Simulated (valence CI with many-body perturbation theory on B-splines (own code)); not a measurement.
Which ion has this spectrum?

A relativistic CI+MBPT calculation for an atom or ion with 14 electrons gives these levels (Ry):

| J | Parity | E | g |
| --- | --- | --- | --- |
| 0 | even | 0.000 |  |
| 1 | even | 12.568 | 1.49 |
| 2 | even | 13.150 | 1.17 |
| 2 | odd | 22.378 | 1.56 |
| 1 | odd | 24.146 | 1.02 |
| 2 | odd | 26.032 | 0.76 |
| 2 | even | 26.145 | 1.31 |
| 0 | even | 27.402 |  |
| 1 | odd | 28.580 | 0.88 |
| 2 | odd | 30.095 | 1.31 |
| 3 | odd | 30.172 | 1.12 |
| 2 | odd | 34.698 | 1.49 |
| 3 | odd | 35.691 | 1.31 |
| 1 | even | 36.072 | 0.41 |

The energies are calculated, and their last digits are not significant.

(1) Which is it?
A. Pm47+
B. Ho53+
C. Gd50+
D. Sm48+

Results:

(1) C. Gd50+, ground level (3s^2 3p1/2^2) J=0.
